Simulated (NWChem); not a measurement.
Species: CH4GeO3; SMILES [OH][GeH]1[O]C[O]1

Results from NWChem. Each level has its own optimisation; frequencies are unscaled. Brackets give each atom's bonded neighbours. One conformer.

```tsv
level	r Ge–O [Ge(CHOOO)–O(GeH)] (Å)	r H–O (Å)	r Ge–O [Ge(CHOOO)–O(CGe)] (Å)	r C–Ge (Å)	highest harmonic frequency (cm⁻¹)	lowest (cm⁻¹)	zero-point energy (kcal/mol)	dipole (D)
B3LYP/3-21G	1.728	0.986	1.801	2.329	3606	177	35.9	0.70
Hartree-Fock/3-21G	1.703	0.958	1.777	2.333	4005	198	39.1	0.60
PBE-D3(BJ)/def2-SVP	1.776	0.977	1.827	2.309	3715	137	34.9	0.35
```
